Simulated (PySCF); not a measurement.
Start geometry of MnMe2 (`[CH3][Mn][CH3]`) [sextet] from GFN2-xTB (Å):
```
atom  x, y, z in Å
Mn1   -0.684   -0.976   -0.047
C2    -0.132    0.015    1.685
H3     0.161    1.058    1.786
H4     0.815   -0.604    1.478
H5    -0.553   -0.310    2.635
C6    -0.112    0.161   -1.680
H7    -0.510   -0.076   -2.665
H8     0.833   -0.476   -1.510
H9     0.182    1.209   -1.680
```

What comes out of this run: PySCF 2.14.0, PBE0-D3(BJ)/def2-SVP geometry optimisation, gas phase?

```
atom  x, y, z in Å
Mn1   -0.0164   -0.0031   -0.0003
C2    -0.0075   -0.1051    2.0778
H3     0.1217    0.8881    2.5459
H4     0.8124   -0.7375    2.4633
H5    -0.9441   -0.5239    2.4891
C6     0.0038    0.1034   -2.0780
H7    -0.9293   -0.2758   -2.5335
H8     0.8281   -0.4848   -2.5200
H9     0.1313    1.1387   -2.4443
```

The energy falls by 132.8 kJ/mol over 16 energy and gradient evaluations, the largest force component goes from 0.0366 to 3.9e-04 Eh/bohr, and the atoms move by 0.776 Å rms after alignment. Among the bonds, C2–H4 and C6–H8 change most and about equally (-0.047 to -0.046 Å). Bonds longer at the end by more than 0.005 Å: 6 of 8; shorter: 2. Among the angles that change most is C2–Mn1–C6, from 108.9° to 179.2°. Rotational constants go from 14349, 5286, 4033 to 80027, 3488, 3487 MHz. The orientation of the end geometry is arbitrary; only internal coordinates are fixed.

The run used 89 basis functions and 234 SCF cycles in all. Hardware: one thread of an x86-64 server (shared host). Cost: 1.8 min wall.

Whether it is a minimum is left open (no frequencies). ⟨S²⟩ = 8.776 (exact for a sextet: 8.75).

For an open-shell metal species like this, the optimisation's SCF solution wasn't tested for stability and no frequencies at its level were run, so a lower state or another shape may exist.
